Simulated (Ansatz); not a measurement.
Si8O26H20, relaxed as a singlet with RKS PBE-D4/def2-SVP in Ansatz, starting from the GFN2-xTB geometry. Force threshold 0.03 eV/Å.

Single mean-field runs in def2-SVP are fitted with def2-universal-jkfit. In the singlet geometry the species has come apart into loosely held pieces.

Start:

```xyz
54

Si   -0.542    0.652   -0.398
Si   -0.747   -1.252   -2.670
Si   -1.336    3.169    0.228
Si    0.930   -3.156    0.717
Si    3.359    0.580   -1.288
Si   -1.182   -0.251    2.468
Si    1.883    2.015    0.828
Si   -3.098   -0.745   -1.112
O     4.952    0.325   -1.403
O     2.602   -0.834   -1.220
O    -0.189   -2.763   -2.720
O     2.895    1.611   -2.430
O     3.449    1.411    0.215
O     1.981    1.515    2.353
O     1.127    1.216   -0.292
O     2.155    3.584    0.600
O    -0.385    3.008    1.545
O     1.926   -3.508   -0.509
O     0.862   -4.443    1.705
O    -0.561   -2.993    0.092
O    -0.017   -0.440   -1.488
O     1.450   -1.895    1.608
O    -0.099   -0.659    3.607
O    -2.256   -1.441    2.287
O    -0.315    0.122    1.160
O    -1.795    1.174    2.988
O    -2.911    2.976    0.576
O    -0.374   -0.505   -4.054
O    -0.932    2.154   -0.962
O    -0.954    4.684   -0.204
O    -2.357   -1.224   -2.469
O    -3.415   -2.009   -0.130
O    -2.206    0.248   -0.262
O    -4.531   -0.089   -1.495
H     5.292   -0.134   -2.165
H     1.625   -0.764   -1.280
H    -0.161   -3.255   -1.894
H     1.972    1.870   -2.432
H     4.294    1.587    0.636
H     1.292    0.980    2.750
H     1.390    4.161    0.621
H    -0.768    2.443    2.228
H     2.322   -2.774   -0.982
H     1.672   -4.852    1.991
H    -1.278   -2.791    0.688
H     1.136   -1.037    1.310
H     0.493   -1.392    3.417
H    -2.775   -1.507    1.475
H    -2.386    1.195    3.736
H    -3.208    2.075    0.441
H    -0.453   -1.002   -4.864
H    -1.366    5.053   -0.978
H    -3.917   -2.742   -0.477
H    -4.548    0.652   -2.093
```

| step | energy (eV) | largest force component (eV/Å) | SCF passes |
| --- | --- | --- | --- |
| 1 | -116464.2410 | 1.688 | 20 |
| 2 | -116465.5964 | 0.980 | 20 |
| 3 | -116466.1275 | 0.365 | 20 |
| 4 | -116466.2016 | 0.234 | 20 |
| 5 | -116466.2931 | 0.271 | 19 |
| 6 | -116466.3343 | 0.195 | 20 |
| 7 (rejected) | -116466.3284 | 0.487 | 25 |
| 8 | -116466.3771 | 0.127 | 19 |
| 9 | -116466.3873 | 0.363 | 20 |
| 10 | -116466.4030 | 0.130 | 20 |
| 11 | -116466.4239 | 0.173 | 19 |
| 13 | -116466.4507 | 0.090 | 19 |
| 15 | -116466.4732 | 0.345 | 20 |
| 17 | -116466.5394 | 0.193 | 19 |
| 19 | -116466.5721 | 0.143 | 20 |
| 21 | -116466.6146 | 0.150 | 19 |
| 23 | -116466.6348 | 0.261 | 19 |
| 25 | -116466.6515 | 0.158 | 20 |
| 27 | -116466.6570 | 0.044 | 20 |
| 29 | -116466.6588 | 0.035 | 21 |
| 31 | -116466.6600 | 0.077 | 21 |
| 33 | -116466.6606 | 0.025 | 21 |

Force components are those of the run's own axes.

End:

Cartesian coordinates in Å:
```
Si -0.846 0.774 -0.512
Si -0.808 -1.269 -2.943
Si -1.079 3.657 0.179
Si 1.130 -3.346 0.603
Si 3.204 0.576 -1.108
Si -1.327 -0.105 2.518
Si 1.529 2.103 1.094
Si -3.110 -1.281 -1.058
O 4.824 0.240 -1.142
O 2.332 -0.810 -1.360
O 0.224 -2.548 -3.017
O 2.822 1.831 -2.108
O 3.080 1.048 0.566
O 1.597 1.548 2.641
O 0.811 1.483 -0.283
O 2.370 3.512 0.875
O -0.191 3.112 1.536
O 2.477 -3.328 -0.346
O 1.158 -4.703 1.555
O -0.193 -3.322 -0.441
O -0.245 -0.134 -1.832
O 0.979 -2.049 1.656
O -0.082 -0.487 3.571
O -2.610 -1.120 2.605
O -0.618 0.021 1.030
O -1.753 1.489 2.917
O -2.430 4.498 0.632
O -0.881 -0.511 -4.412
O -1.504 2.352 -0.722
O 0.062 4.696 -0.447
O -2.331 -1.776 -2.441
O -2.818 -2.428 0.191
O -2.494 0.140 -0.586
O -4.755 -1.363 -1.234
H 5.165 -0.172 -1.952
H 1.380 -0.617 -1.609
H 0.171 -3.063 -2.166
H 1.907 2.115 -1.884
H 3.926 1.203 1.032
H 1.100 0.760 2.979
H 1.793 4.239 0.564
H -0.741 2.613 2.222
H 2.580 -2.470 -0.834
H 1.889 -5.302 1.323
H -1.091 -3.118 -0.085
H 0.636 -1.235 1.206
H 0.375 -1.312 3.254
H -2.771 -1.631 1.768
H -2.154 1.622 3.794
H -3.248 3.976 0.538
H -0.729 -1.108 -5.165
H -0.147 5.123 -1.295
H -3.461 -3.164 0.180
H -5.102 -0.958 -2.048
```

Bonds formed: Si7–O17 (atoms count from 1).

No frequencies were taken in this run, so the end may be a saddle point.

It took 3.4 min on 2 threads of AMD EPYC 7R13 on a shared host and a share (18 GiB) of an NVIDIA H100 80GB HBM3, peak host memory 1.2 GiB.
